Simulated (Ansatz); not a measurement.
`B[SiH]([SiH3])O[SiH3]` and `[SiH3]O[SiH2][SiH3]` differ in one atom or group.

Ansatz, PBE0-D4/def2-TZVP geometries, multiplicity 1. Each molecule was computed in one conformer, which needn't be the lowest.

```json
{"property": "HOMO–LUMO gap (B3LYP/def2-TZVPP) / eV", "`B[SiH]([SiH3])O[SiH3]`": "4.68"}
{"property": "size of the dipole moment (PBE/def2-TZVPP) / D", "`B[SiH]([SiH3])O[SiH3]`": "0.18"}
{"property": "HOMO–LUMO gap (PBE/def2-TZVPP) / eV", "`B[SiH]([SiH3])O[SiH3]`": "2.99"}
{"property": "HOMO energy (PBE0/def2-TZVPP) / eV", "`B[SiH]([SiH3])O[SiH3]`": "-7.60"}
{"property": "HOMO energy (B3LYP/def2-TZVPP) / eV", "`B[SiH]([SiH3])O[SiH3]`": "-7.41"}
{"property": "LUMO energy (PBE/def2-TZVPP) / eV", "`B[SiH]([SiH3])O[SiH3]`": "-3.50"}
```

(1) Give the same properties after the change, and the shifts. (Estimate.)

## Answers

(1) Computed: 
| property | `[SiH3]O[SiH2][SiH3]` | shift |
| --- | --- | --- |
| HOMO–LUMO gap (B3LYP/def2-TZVPP) / eV | 7.02 | 2.34 |
| size of the dipole moment (PBE/def2-TZVPP) / D | 0.20 | 0.02 |
| HOMO–LUMO gap (PBE/def2-TZVPP) / eV | 5.33 | 2.34 |
| HOMO energy (PBE0/def2-TZVPP) / eV | -7.99 | -0.39 |
| HOMO energy (B3LYP/def2-TZVPP) / eV | -7.80 | -0.39 |
| LUMO energy (PBE/def2-TZVPP) / eV | -1.48 | 2.02 |

With PBE0 the HOMO falls by 0.39 eV and the LUMO rises by 1.92 eV, so the gap widens by about 2.31 eV. PBE moves the HOMO by -0.32 eV and ωB97M-V by -0.44 eV. Dipoles are sizes alone; their direction can turn.

B3LYP here is the variant with VWN-RPA as its local correlation; programs differ in this.
